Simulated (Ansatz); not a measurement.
`C[CH](C)[Cd][F]`, one more setting.

```yaml
crystal:
  periodic: [false, false, false]
  atoms:
    - {symbol: C, position_ang: [-1.194493, -0.539695, 0.515350]}
    - {symbol: C, position_ang: [0.073069, 0.277957, 0.315828]}
    - {symbol: C, position_ang: [1.280026, -0.610951, 0.054801]}
    - {symbol: Cd, position_ang: [-0.167151, 1.734102, -1.196429]}
    - {symbol: F, position_ang: [-0.389278, 3.084199, -2.590307]}
    - {symbol: H, position_ang: [-2.059212, 0.079332, 0.765231]}
    - {symbol: H, position_ang: [-1.449939, -1.122517, -0.373954]}
    - {symbol: H, position_ang: [-1.056384, -1.255979, 1.336093]}
    - {symbol: H, position_ang: [0.258260, 0.866746, 1.219702]}
    - {symbol: H, position_ang: [2.209826, -0.043651, -0.028913]}
    - {symbol: H, position_ang: [1.166061, -1.197626, -0.860959]}
    - {symbol: H, position_ang: [1.406316, -1.327116, 0.877555]}
basis:
  gaussian: {orbitals: ANO-RCC-VTZP}
hamiltonian: {xc: {name: BLYP}}
output: {forces: true}
```

```sh
$ ansatz run in.yaml --threads 4 --pin off --events-out ev --progress --plain --max-ram 11315MiB
```

Shortened log:

```
Functional definition: BLYP
1860 factors; their error is unknown
mean field evaluation 1: about -158146.3812 eV, gradient 1.0e2 eV
mean field evaluation 2: about -157983.3625 eV, gradient 2.5e2 eV
mean field evaluation 4: about -158169.5150 eV, gradient 2.3e1 eV
mean field evaluation 8: about -158170.6007 eV, gradient 1.5e-1 eV
mean field evaluation 16: about -158170.5448 eV, gradient 4.0e-3 eV
mean field -158170.54482677 eV, -5812.6603105378 hartree, gradient 1.6e-5 eV, S^2 0.000000; 0 other end points of the search recorded, 0 dependent functions left out
reference -158170.54528037 eV, -5812.6603272074 hartree; 41, 41 occupied and 245, 245 virtual orbitals, 1860 factors
Total energy: -158170.54528037 eV, -5812.6603272074 hartree
Relativity: scalar
Atom 0 at    -1.194493    -0.539695     0.515350 Å, force    -0.326139    -0.128637     0.016060 eV/Å
Atom 1 at     0.073069     0.277957     0.315828 Å, force     0.063521     0.029973     0.336329 eV/Å
Atom 2 at     1.280026    -0.610951     0.054801 Å, force     0.302306    -0.146547    -0.101044 eV/Å
Atom 3 at    -0.167151     1.734102    -1.196429 Å, force     0.010693    -0.020619     0.058814 eV/Å
Atom 4 at    -0.389278     3.084199    -2.590307 Å, force    -0.068986     0.419355    -0.434469 eV/Å
Atom 5 at    -2.059212     0.079332     0.765231 Å, force    -0.123839     0.058488     0.038063 eV/Å
Atom 6 at    -1.449939    -1.122517    -0.373954 Å, force    -0.051731    -0.083526    -0.099263 eV/Å
Atom 7 at    -1.056384    -1.255979     1.336093 Å, force     0.009119    -0.095044     0.116046 eV/Å
Atom 8 at     0.258260     0.866746     1.219702 Å, force     0.017091     0.095856     0.077142 eV/Å
Atom 9 at     2.209826    -0.043651    -0.028913 Å, force     0.132226     0.051335    -0.009733 eV/Å
Atom 10 at     1.166061    -1.197626    -0.860959 Å, force     0.007744    -0.085147    -0.110415 eV/Å
Atom 11 at     1.406316    -1.327116     0.877555 Å, force     0.027993    -0.095486     0.112470 eV/Å
Dipole moment:     0.095146    -0.578387     0.597460 e Å
```

Run time 12 s (4 threads of an Arm Neoverse V2 on a shared host); peak host memory 0.7 GiB.
